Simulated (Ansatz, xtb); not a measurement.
**Two structures of C2H5NaSi**

Structure I: `[Na][SiH]1CC1`, a singlet. Structure II: a singlet given by its coordinates. Both are isolated molecules in the gas phase, relaxed with PBE0-D3(BJ)/pcseg-1.

I (Å):

```xyz
9

C    -0.4101   -1.2762   -0.8175
C    -1.1453   -1.8994    0.3454
Na   -4.3023   -0.8191   -2.0524
Si   -2.1119   -0.4700   -0.4804
H     0.4862   -0.6975   -0.5856
H    -0.2824   -1.8907   -1.7115
H    -0.7323   -1.7303    1.3419
H    -1.5013   -2.9240    0.2168
H    -1.8011    0.7414    0.3652
```

II (Å):

```csv
atom,x (Å),y (Å),z (Å)
C,-1.7487,-0.6787,-0.0563
C,-0.3306,-0.4355,2.5044
Na,0.7859,1.8148,2.1103
Si,-0.0263,-0.4231,0.7491
H,-2.0185,0.1733,-0.6966
H,-2.5445,-0.8306,0.6863
H,-1.7229,-1.5583,-0.7163
H,-1.2861,-0.6947,2.9815
H,0.5078,-0.4963,3.2177
```

Close contacts (Å): C1–Si4 1.92, C2–Na3 2.54, C2–Si4 1.78, Na3–Si4 2.74, C1–H5 1.10, C1–H6 1.10, C1–H7 1.10, C2–H8 1.10, C2–H9 1.10.

Quicker runs give these differences E(II) − E(I): GFN2-xTB +29.8 kJ/mol; HF/STO-3G +57.4 kJ/mol (at GFN2-xTB geometries); r2SCAN-D4/def2-SVP +6.6 kJ/mol (at GFN2-xTB geometries).

Question: Estimate E(II) − E(I) at the level CCSD(T)/def2-TZVP.

Answer: Calculated at CCSD(T)/def2-TZVP: E(II) − E(I) = −15.2 kJ/mol, so structure II lies lower.

The same difference at several levels:

```json
{"level": "GFN2-xTB", "geometry": "GFN2-xTB", "E(II) − E(I) (kJ/mol)": "+29.8", "departure from the last row (kJ/mol)": "+45.0", "job, with rough time for the two": "optimisation, 0.24 s"}
{"level": "HF/STO-3G", "geometry": "GFN2-xTB", "E(II) − E(I) (kJ/mol)": "+57.4", "departure from the last row (kJ/mol)": "+72.6", "job, with rough time for the two": "single point, 0.24 s"}
{"level": "r2SCAN-D4/def2-SVP", "geometry": "GFN2-xTB", "E(II) − E(I) (kJ/mol)": "+6.6", "departure from the last row (kJ/mol)": "+21.8", "job, with rough time for the two": "single point, 3.5 s"}
{"level": "PBE0-D3(BJ)/pcseg-1", "geometry": "PBE0-D3(BJ)/pcseg-1", "E(II) − E(I) (kJ/mol)": "+4.3", "departure from the last row (kJ/mol)": "+19.5", "job, with rough time for the two": "optimisation, 41 s"}
{"level": "HF/def2-TZVP", "geometry": "PBE0-D3(BJ)/pcseg-1", "E(II) − E(I) (kJ/mol)": "−11.9", "departure from the last row (kJ/mol)": "+3.4", "job, with rough time for the two": "part of the CCSD(T) run"}
{"level": "MP2/def2-TZVP", "geometry": "PBE0-D3(BJ)/pcseg-1", "E(II) − E(I) (kJ/mol)": "−10.0", "departure from the last row (kJ/mol)": "+5.3", "job, with rough time for the two": "part of the CCSD(T) run"}
{"level": "CCSD(T)/def2-TZVP", "geometry": "PBE0-D3(BJ)/pcseg-1", "E(II) − E(I) (kJ/mol)": "−15.2", "departure from the last row (kJ/mol)": "", "job, with rough time for the two": "single point, 75 s"}
```

GFN2-xTB, HF/STO-3G, r2SCAN-D4/def2-SVP, PBE0-D3(BJ)/pcseg-1 put the two in the other order. The largest departure from CCSD(T)/def2-TZVP is that of HF/STO-3G, 72.6 kJ/mol.

With harmonic frequencies from PBE0-D3(BJ)/pcseg-1 (ideal gas, rigid rotor, one conformer each, 298.15 K, 1 atm): the zero-point term adds −0.9 kJ/mol; ΔH is −13.6 and ΔG −19.5 kJ/mol.

The correlated steps freeze 8 core orbitals; the last core shell of Na is correlated, in a basis made for valence electrons. Mirror images aren't counted in ΔG. Run with Ansatz 0.2.0, xtb 6.7.1; the last row on 2 threads of Arm Neoverse V1 on a shared host.
